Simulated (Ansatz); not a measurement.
Reaction (substitution at a C–C bond): `CC(O)(S)S` + `[OH][Ga]([OH])[SH]` → `C[O][Ga]([OH])[SH]` + `OC(S)S`

Isolated molecules relaxed with PBE0-D4/def2-TZVP in Ansatz; ΔE leaves out vibrations. CCSD(T)/CBS is the MP2 limit (def2-TZVPP, def2-QZVPP) plus CCSD(T) − MP2 in def2-TZVPP, frozen cores. DFT in def2-TZVPP. B3LYP here is the variant with VWN-RPA as its local correlation; programs differ in this. For Ga outer-core shells are correlated without core-valence functions, which leaves a few kJ/mol of doubt a bond. Scalar relativity is left out up to krypton. Each species was taken in one conformer, which may not be the lowest.

Is it downhill or uphill in electronic energy at CCSD(T)/CBS, and by how much? (Best estimate.)

Computed: Uphill: ΔE = +19.1 kcal/mol.

What do these levels give: PBE-D4, r2SCAN-D4, PBE0-D4, B3LYP-D4, ωB97X-V, ωB97M-V, PBE0, HF/def2-TZVPP, MP2/def2-TZVPP, CCSD/def2-TZVPP, HF/def2-QZVPP, CCSD/CBS(def2)? (An estimate is asked.)

Ansatz gave: PBE-D4 16.8, r2SCAN-D4 17.8, PBE0-D4 17.4, B3LYP-D4 16.0, ωB97X-V 17.2, ωB97M-V 18.1, PBE0 16.9, HF/def2-TZVPP 14.3, MP2/def2-TZVPP 20.3, CCSD/def2-TZVPP 17.7, HF/def2-QZVPP 14.2, CCSD/CBS(def2) 18.6 kcal/mol.

Largest T1 diagnostic among the species: 0.014.

In def2-TZVPP, CCSD(T) changes the Hartree–Fock value by +3.9 kcal/mol (the triples alone add +0.5 kcal/mol) and MP2 by +6.0 kcal/mol. From PBE to PBE0 (25 % exact exchange), in def2-TZVPP and without D4, ΔE moves by +0.8 kcal/mol. The D4 term adds +1.1 kcal/mol with B3LYP and +0.5 kcal/mol with PBE0; it sums over pairs of atoms, weighted by their polarisabilities, and B3LYP, whose exchange is more repulsive, gets the larger term.
